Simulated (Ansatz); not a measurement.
Consider the ligand exchange at the Si–O bond: `O[SiH2]O[Si](F)(Cl)Cl` + H₂S → `O[SiH2]S` + `O[Si](F)(Cl)Cl`.

Program: Ansatz. Geometries: PBE0-D4/def2-TZVP. ΔE: electronic, gas phase. CCSD(T)/CBS adds triple-zeta CCSD(T) − MP2 to the extrapolated MP2 energy (def2 sets, frozen cores). This one scheme is used for every species. Functionals use def2-TZVPP. B3LYP here is the variant with VWN-RPA as its local correlation; programs differ in this. One conformer a species, not always the lowest.

Problem. Is it downhill or uphill in electronic energy at CCSD(T)/CBS, and by how much? (An estimate is asked.)

Solution. Ansatz gave: Uphill: ΔE = +0.65 eV.

Problem. What do these levels give: B3LYP-D4, ωB97X-V, B3LYP, HF/def2-QZVPP, MP2/def2-QZVPP, CCSD/CBS(def2)? (An estimate is asked.)

Solution. Computed: B3LYP-D4 0.69, ωB97X-V 0.63, B3LYP 0.63, HF/def2-QZVPP 0.85, MP2/def2-QZVPP 0.64, CCSD/CBS(def2) 0.69 eV.

Largest T1 diagnostic among the species: 0.011.

From PBE to PBE0 (25 % exact exchange), in def2-TZVPP and without D4, ΔE moves by +0.06 eV. In def2-TZVPP, CCSD(T) changes the Hartree–Fock value by −0.14 eV (the triples alone add −0.03 eV) and MP2 by −0.17 eV.
